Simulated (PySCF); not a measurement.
## Core-level binding energies of cyclo-(Me2SiS)2

Cyclo-(Me2SiS)2, C4H12S2Si2.
Cartesian coordinates in Å at the PBE0-D3(BJ)/def2-SVP level; atoms count from 1:
```
atom  x, y, z in Å
Si1   -0.6293   -0.7994    0.9889
C2    -1.1272   -2.5805    0.7311
C3    -1.0525   -0.2198    2.7128
S4     1.4652   -0.4847    0.5401
Si5    0.6151    0.8047   -0.9771
C6     1.0371    0.2155   -2.6976
C7     1.1140    2.5863   -0.7271
S8    -1.4797    0.4931   -0.5247
H9    -0.8783   -2.9055   -0.2888
H10   -0.6022   -3.2340    1.4461
H11   -2.2121   -2.7005    0.8811
H12   -0.5090   -0.8185    3.4612
H13   -0.7771    0.8367    2.8419
H14   -2.1330   -0.3263    2.8996
H15    0.5029    0.8170   -3.4501
H16    0.7518   -0.8382   -2.8250
H17    2.1193    0.3113   -2.8807
H18    0.6144    3.2338   -1.4652
H19    2.2033    2.6973   -0.8489
H20    0.8397    2.9257    0.2819
```

Method: delta-SCF UKS SCAN, pcX-2 on the ionised atom, pcseg-1 elsewhere, spin-free X2C in PySCF. Each binding energy is the total energy of the core-ionised species, with the hole localised on one atom, minus that of the ground state; both are solved self-consistently, so orbital relaxation is included.

Task: List the computed XPS lines with their assignment.

Result: 
| atom(s) | bonded to | level | binding energy (eV) | 2p1/2 (eV) | count |
| --- | --- | --- | --- | --- | --- |
| Si1/Si5 | 2 S and 2 C | Si 2p3/2 | 106.92 | 107.55 | 2 |
| C2/C3/C6/C7 | 3 H and Si | C 1s | 290.11 | – | 4 |
| Si1/Si5 | 2 S and 2 C | Si 1s | 1846.87 | – | 2 |
| S4/S8 | 2 Si | S 1s | 2475.85 | – | 2 |

Task: Which effective nuclear charge Zeff reproduces each element's mean 1s value in the hydrogen-like formula E = 13.606 eV × Zeff²?

Result: C (Z = 6): mean 290.1 eV, Zeff = 4.62, Z − Zeff = 1.38; Si (Z = 14): mean 1846.9 eV, Zeff = 11.65, Z − Zeff = 2.35; S (Z = 16): mean 2475.9 eV, Zeff = 13.49, Z − Zeff = 2.51. Means run over the listed sites, weighted by atom count.

Task: Which photon wavelength matches the Si 1s of Si1/Si5 threshold?

Result: λ = hc/E = 12398.42 eV Å / 1846.87 eV = 6.713 Å.

The first atom of each set that the bonding makes equivalent was ionised and stands for the set. Not every level is listed. 2p3/2 and 2p1/2 are the ΔSCF energy of one spin-free 2p hole plus the eigenvalues of a spin–orbit and ligand-field matrix of the shell. 2p1/2 minus 2p3/2 (ligand field included): Si 0.63 eV. One conformer (not necessarily the lowest) at the PBE0-D3(BJ)/def2-SVP geometry, without solvent, vibrations or thermal averaging.

On 2 threads, AMD EPYC 7R43 (x86_64), on a shared host, this took 37 s wall, 1.8 min CPU and 1.1 GiB of memory at its peak.
